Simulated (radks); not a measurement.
Problem. Excited configurations of V IV: one electron is placed in a higher orbital outside [Ar] 3d1. The ground configuration is [Ar] 3d2. Calculated with a radial shooting solver on a logarithmic mesh with Libxc functionals: non-relativistic Kohn-Sham, r2SCAN, spin-polarised, spherical densities, point nucleus; open shells are filled with parallel spins first; meta-GGA in the generalised Kohn-Sham scheme. Excitation = E - E(ground); binding = E(ion) - E, where the ion is the core of charge +4; n* = 4/sqrt(2 binding) in atomic units, and the quantum defect is n - n*.

| outer orbital | excitation (eV) | binding (eV) | n* | quantum defect | eigenvalue (eV) | <r> (bohr) |
|---|---|---|---|---|---|---|
| 4p | 18.410 | 28.204 | 2.778 | 1.222 | -25.053 | 2.751 |
| 4d | 27.097 | 19.517 | 3.340 | 0.660 | -16.904 | 3.498 |
| 4f | 32.901 | 13.713 | 3.984 | 0.016 | -11.605 | 4.342 |
| 5s | 28.942 | 17.672 | 3.510 | 1.490 | -15.918 | 4.713 |
| 5p | 31.387 | 15.227 | 3.781 | 1.219 | -13.665 | 5.232 |
| 6s | 35.855 | 10.759 | 4.498 | 1.502 | -9.721 | 7.701 |
| 6f | 40.313 | 6.301 | 5.878 | 0.122 | -5.578 | 11.55 |
| 7s | 39.382 | 7.232 | 5.487 | 1.513 | -6.555 | 11.43 |
| 7p | 40.041 | 6.573 | 5.755 | 1.245 | -5.938 | 12.39 |
| 7d | 41.120 | 5.493 | 6.295 | 0.705 | -4.936 | 14.33 |
| 7f | 41.965 | 4.649 | 6.843 | 0.157 | -4.150 | 16.27 |

Estimate the row for 4s.

Solution. excitation (eV) 12.056; binding (eV) 34.558; n* 2.510; quantum defect 1.490; eigenvalue (eV) -31.085; <r> (bohr) 2.444. The Delta-SCF ionisation energy is 46.614 eV (NIST Atomic Spectra Database: 46.709 eV, measured). Self-interaction in the functional shifts the binding energies and quantum defects, so they are the method's values and not measured ones. Open shells are spherical and high-spin; term and fine-structure splittings are not resolved.
